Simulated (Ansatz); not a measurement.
A search over several starts for the lowest SCF solution of the cluster KF₂⁻ at the given spin, in a small basis.

```yaml
crystal:
  periodic: [false, false, false]
  atoms:
    - {symbol: K, position_ang: [-0.002796, -0.000210, 0.002614]}
    - {symbol: F, position_ang: [1.546386, -0.209928, 1.826245]}
    - {symbol: F, position_ang: [-1.543590, 0.210138, -1.828859]}
basis:
  gaussian: {orbitals: def2-SVP}
total_charge: -1
magnetization: {spin_polarized: true, initial_magnetization: 0}
hamiltonian: {xc: pbe0, dispersion: d4}
output: {orbitals: {seedname: orbitals}}
```

```sh
$ ansatz run in.yaml --threads 4 --pin off --events-out ev --progress --plain --max-ram 3916MiB
```

Output, abridged:

```
Functional definition: PBE0
482 factors; integrals over basis functions are off by at most 5.6e-4 eV
mean field evaluation 1: about -21744.1227 eV, gradient 3.0e0 eV
mean field evaluation 2: about -21744.2259 eV, gradient 1.6e0 eV
mean field evaluation 4: about -21744.2344 eV, gradient 5.9e-2 eV
mean field evaluation 8: about -21744.3066 eV, gradient 6.5e-3 eV
mean field -21744.30655777 eV, -799.0885271777 hartree, gradient 7.2e-5 eV, S^2 0.000000; 0 other end points of the search recorded, 0 dependent functions left out
reference -21744.30660278 eV, -799.0885288316 hartree; 19, 19 occupied and 33, 33 virtual orbitals, 482 factors
Total energy: -21744.32308557 eV, -799.0891345631 hartree
```

Run time 0.55 s (4 threads of Arm Neoverse V2 on a shared host).

The structure comes from a short search, and lower isomers may exist.
